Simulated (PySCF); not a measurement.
SnH3I, SMILES [SnH3][I]. Heavy atoms are numbered as in [SnH3:1][I:2]. Hydrogens are named by the atom that carries them.

Coordinates come from a B3LYP-D3(BJ)/def2-TZVP optimisation. The def2 effective core potentials stand for the cores of I, Sn; spin–orbit coupling is left out.

The numbers are results of PBE0/def2-TZVPD (PySCF), not measurements.

Mulliken values depend strongly on the basis, most of all with diffuse functions as here. ESP charges are fitted to the potential on shells at 1.4 to 2.0 van der Waals radii. Atomic charges (e), one atom of each kind:

| atom | ESP fit | Mulliken |
|---|---|---|
| Sn1 (SnH3) | 0.15 | 0.27 |
| I2 | -0.16 | -0.22 |
| H on Sn1 | 0.00 | -0.02 |
